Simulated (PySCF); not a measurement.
C₂H₃ClF₂Si, SMILES Cl[SiH2]/C(=C\F)F. Geometry optimised at PBE-D3(BJ)/def2-SVP. The structure was generated by enumeration; whether it is a known compound was not checked. One conformer was computed; it need not be the lowest.

Computed equilibrium geometry at PBE-D3(BJ)/def2-SVP (PySCF confirms it by a frequency run) as bond lengths and angles (one conformer of several):
Atoms: F1 C2 C3 F4 Si5 Cl6 H7 H8 H9. Bonds (Å): F1–C2 1.339, C2–C3 1.350, C2–H7 1.104, C3–F4 1.358, C3–Si5 1.884, Si5–Cl6 2.082, Si5–H8 1.497, Si5–H9 1.495. Bond angles (°): F1–C2–C3 121.4, F1–C2–H7 114.5, C3–C2–H7 124.0, C2–C3–F4 117.4, C2–C3–Si5 126.5, F4–C3–Si5 116.2, C3–Si5–Cl6 110.0, C3–Si5–H8 108.0, C3–Si5–H9 109.6, Cl6–Si5–H8 108.0, Cl6–Si5–H9 109.2, H8–Si5–H9 112.0.
Charge 0, spin multiplicity 1.
